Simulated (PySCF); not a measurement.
SMILES C#C[SiH2]N (CAM-B3LYP/def2-SVP optimised geometry):

```
9

C      1.360    -0.697     0.001
C      0.147    -0.709     0.000
Si    -1.702    -0.709     0.000
N     -2.435     0.850     0.000
H      2.435    -0.689     0.001
H     -2.136    -1.425    -1.226
H     -2.136    -1.425     1.226
H     -2.406     1.425     0.835
H     -2.406     1.425    -0.835
```

Computed with CAM-B3LYP/def2-TZVP (PySCF).

Q: What are the frontier orbital energies and the dipole moment?

A: HOMO-2 -9.73 eV, HOMO-1 -9.42 eV, HOMO -9.06 eV, LUMO 0.78 eV, LUMO+1 1.34 eV; dipole moment 1.41 D.

Meta-Löwdin charges at CAM-B3LYP/def2-TZVP: C1 -0.16, C2 -0.32, Si3 0.80, N4 -0.74, H5 0.17, H6 -0.11, H7 -0.11, H8 0.24, H9 0.24.
